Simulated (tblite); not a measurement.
C3H5FO2Si2.
SMILES with atom numbers: `[O:1]=[C:2]1[O:3][SiH2:4][CH:5]=[C:6]1[SiH2:7][F:8]` (hydrogens: H9, H10 on Si4; H11 on C5; H12, H13 on Si7)

Computed with GFN2-xTB (tblite), gas phase: L-BFGS steps from a force-field or distance-geometry start until the largest atomic force falls under 0.01 eV/Å.

Step 7: E = -691.0133 eV
```
atom  x, y, z in Å  |  force x, y, z in eV/Å
O1      0.4095    2.0719   -1.0964    0.179   0.139  -0.060
C2     -0.2299    1.1684   -0.6371   -0.089   0.159  -0.105
O3     -1.5797    1.1655   -0.6937    0.005  -0.100   0.059
Si4    -2.2820   -0.1636   -0.0133   -0.046  -0.245   0.167
C5     -0.5978   -0.8737    0.4380   -0.010   0.001   0.021
C6      0.3394   -0.0183    0.0231    0.039   0.098  -0.055
Si7     2.2138   -0.0855    0.1407   -0.032   0.094  -0.016
F8      2.4973   -1.4821    0.9033    0.052   0.010  -0.008
H9     -2.9434   -0.9615   -1.0297   -0.078   0.089  -0.101
H10    -3.0437    0.2144    1.1662   -0.049   0.117  -0.061
H11    -0.3526   -1.7855    0.9392    0.054  -0.252   0.129
H12     2.8316   -0.2093   -1.1728   -0.012  -0.012   0.090
H13     2.7332    0.9598    1.0147   -0.014  -0.097  -0.060
```

Step 8: E = -691.0229 eV
```
atom  x, y, z in Å  |  force x, y, z in eV/Å
O1      0.4072    2.0696   -1.0951    0.108   0.076  -0.036
C2     -0.2366    1.1664   -0.6369   -0.037   0.219  -0.116
O3     -1.5821    1.1590   -0.6899   -0.074  -0.124   0.061
Si4    -2.2832   -0.1761   -0.0070   -0.072  -0.137   0.107
C5     -0.5955   -0.8816    0.4419   -0.018   0.038   0.005
C6      0.3329   -0.0176    0.0235    0.195   0.022  -0.021
Si7     2.2101   -0.0793    0.1373    0.042   0.058   0.008
F8      2.5023   -1.4772    0.9004    0.022   0.051  -0.030
H9     -2.9519   -0.9477   -1.0427   -0.042   0.086  -0.034
H10    -3.0518    0.2326    1.1611   -0.011   0.059  -0.091
H11    -0.3329   -1.7896    0.9426    0.012  -0.234   0.118
H12     2.8382   -0.2160   -1.1744   -0.065   0.018   0.150
H13     2.7392    0.9582    1.0214   -0.059  -0.132  -0.121
```

Step 9: E = -691.0293 eV
```
atom  x, y, z in Å  |  force x, y, z in eV/Å
O1      0.4080    2.0702   -1.0951   -0.004   0.021  -0.015
C2     -0.2417    1.1687   -0.6388    0.011   0.138  -0.058
O3     -1.5848    1.1523   -0.6862   -0.083  -0.092   0.039
Si4    -2.2851   -0.1880   -0.0006   -0.032  -0.038   0.033
C5     -0.5925   -0.8874    0.4454    0.026   0.048  -0.001
C6      0.3299   -0.0164    0.0231    0.197  -0.035   0.005
Si7     2.2079   -0.0745    0.1351    0.064   0.003   0.019
F8      2.5063   -1.4728    0.8979    0.004   0.060  -0.035
H9     -2.9589   -0.9366   -1.0526   -0.018   0.076   0.017
H10    -3.0579    0.2465    1.1561    0.001   0.019  -0.089
H11    -0.3196   -1.7961    0.9467   -0.025  -0.132   0.062
H12     2.8416   -0.2203   -1.1730   -0.077   0.035   0.143
H13     2.7424    0.9549    1.0240   -0.064  -0.105  -0.120
```

Task: Estimate the geometry and energy of step 10. (The exact step hangs on the optimiser's Hessian estimate; all steps are aligned on step 9, rigid shifts and turns removed.)

Result: E = -691.0323 eV, largest force 0.115 eV/Å
```
atom  x, y, z in Å  |  force x, y, z in eV/Å
O1      0.4092    2.0721   -1.0960   -0.080  -0.004  -0.005
C2     -0.2434    1.1719   -0.6406    0.024   0.021   0.004
O3     -1.5869    1.1481   -0.6840   -0.028  -0.043   0.016
Si4    -2.2863   -0.1943    0.0030    0.036   0.008  -0.010
C5     -0.5897   -0.8893    0.4473    0.055   0.023   0.008
C6      0.3311   -0.0158    0.0226    0.109  -0.035   0.006
Si7     2.2081   -0.0727    0.1347    0.031  -0.032   0.016
F8      2.5081   -1.4702    0.8964    0.006   0.031  -0.018
H9     -2.9621   -0.9309   -1.0562   -0.016   0.059   0.028
H10    -3.0605    0.2522    1.1527   -0.010   0.008  -0.063
H11    -0.3157   -1.8011    0.9494   -0.040  -0.029   0.009
H12     2.8414   -0.2211   -1.1696   -0.051   0.035   0.081
H13     2.7424    0.9516    1.0225   -0.037  -0.043  -0.073
```

The energy changes by -0.0030 eV. The first-order estimate −F·Δx gives -0.0046 eV and the mean of the old and new forces, exact on a quadratic surface, -0.0030 eV. The step makes an angle of 53° with the force vector and moves no atom by more than 0.007 Å.

What follows is the cost of the whole relaxation. The run took 0.28 s on an Arm Neoverse V1 with one thread (shared host).
